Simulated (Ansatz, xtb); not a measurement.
**Isomers of CH4Cl2Si in order of energy**

3 gas-phase structures of CH4Cl2Si, found in a search over its isomers (lower ones may exist). Each was relaxed with GFN2-xTB; where two conformers were screened, the lower at r2SCAN-D4/def2-SVP is listed:

A. `C[SiH](Cl)Cl`, a singlet
B. `ClC[SiH2]Cl`, a singlet
C. `[SiH3]C(Cl)Cl`, a singlet

Make a reasoned guess at their ranking by r2SCAN-D4/def2-SVP single-point energy.

Calculated order at r2SCAN-D4/def2-SVP: A (0.0), B (43.9), C (83.6) kcal/mol.

Energies above the lowest of each column, in kcal/mol; the last columns are at B3LYP-D3(BJ)/def2-SVP geometries and were run for some of them only (a dash: not run or not comparable):

```tsv
structure	GFN2-xTB	HF/STO-3G	r2SCAN-D4/def2-SVP	B3LYP-D3(BJ)/def2-SVP	CCSD(T)/def2-SVP + ΔMP2/def2-TZVPP
A	0.0	0.0	0.0	0.0	0.0
B	29.9	39.6	43.9	41.7	42.7
C	60.1	82.0	83.6	–	–
```

Every level run on A puts it lowest or level with the lowest. Some further structures that were screened fall inside this span and aren't listed. Flexible structures stand in one conformer each, not always the lowest. Frequencies (B3LYP-D3(BJ)/def2-SVP) were run for A, B alone. ΔMP2 is the change of the MP2 energy from the smaller to the larger basis.

Programs: Ansatz 0.2.0, xtb 6.7.1.
